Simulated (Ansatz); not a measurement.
Relaxed structures of Al₂BH₅O, closed shell (PBE0-D4/def2-TZVP; forces vanish, vibrations not checked; lower isomers may exist, and structures with a doubtful reference or unclear bonds are left out; Å). Computed with Ansatz 0.2.0 (basis: def2-TZVPP); correlated methods freeze the cores.

Problem. Rank them by CCSD(T) energy, lowest first, and give each one's height above the lowest. Links in brackets join atoms within 1.22 times the sum of their covalent radii (1.1 for two metals). (An estimate is asked for; the value comes from the calculation.)
A.
Al₂BH₅O ([BH2][AlH][O][AlH2])
```
9
angstrom
B -0.7384 2.2299 0.4551
Al 0.5599 0.5847 0.7961
O 0.3327 -0.8248 -0.1068
Al 0.1738 -2.2556 -0.9738
H -1.7644 2.3854 1.0581
H -0.5060 3.0875 -0.3517
H 1.7469 0.5870 1.8574
H -0.7819 -3.3819 -0.4058
H 0.9773 -2.4123 -2.3286
```
B.
Al₂BH₅O ([BH2][O][AlH][AlH2])
```
9
angstrom
B 0.2155 -2.1133 -0.8661
Al 0.7035 0.3585 0.8127
O 0.4284 -1.0256 -0.1284
Al -0.8819 2.3617 0.3921
H -2.2407 2.5348 1.2054
H -0.5448 3.4785 -0.6927
H 1.9147 0.2228 1.8333
H -0.5389 -2.9645 -0.4683
H 0.7742 -2.2320 -1.9272
```
C.
Al₂BH₅O ([AlH3][O]1[BH][AlH]1)
```
9
angstrom
B -0.6260 0.7667 0.2624
Al 1.0396 0.6634 1.3537
O 0.1396 -0.3528 0.1325
Al 0.0768 -2.0548 -0.8927
H -1.6473 1.0320 -0.2851
H 1.3859 -2.7170 -0.2434
H 2.3863 0.2364 2.0349
H -1.3461 -2.6164 -0.4238
H 0.1991 -1.4916 -2.3853
```

Solution. Computed: B (0.000 eV), A (0.126 eV), C (1.322 eV). Heights count from the lowest.

T1 diagnostic: at most 0.015.

For scale, one of the runs: CCSD(T)/def2-TZVPP, 216 basis functions, launched by `ansatz run in.yaml --threads 2 --pin off --events-out ev --progress --plain --max-ram 4352MiB`. The run took 49 s on 2 CPU threads of an Arm Neoverse V2 (shared host), with 2.9 GiB of host memory at its peak.
